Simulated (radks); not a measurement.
The numbers below are computed, except where a source is named.
Q: Ionisation of the chlorine ion Cl3+, [Ne] 3s2 3p2, to Cl4+, [Ne] 3s2 3p1, under several functionals. Non-relativistic Kohn-Sham, spin-polarised, spherical densities, point nucleus; open shells are filled with parallel spins first; a radial shooting solver on a logarithmic mesh with Libxc functionals. The NIST Atomic Spectra Database gives 53.2 eV (semi-empirical). Rank these functionals by the error of their Delta-SCF ionisation energy: HCTH/407; exchange-only PBE; revTPSS; BLYP; SOGGA; PW91.

A: From best to worst: SOGGA 53.146 eV (-0.094); BLYP 53.121 eV (-0.119); revTPSS 53.361 eV (+0.121); PW91 53.382 eV (+0.142); HCTH/407 53.849 eV (+0.609); exchange-only PBE 52.386 eV (-0.854). Open shells are spherical and high-spin; term and fine-structure splittings are not resolved.
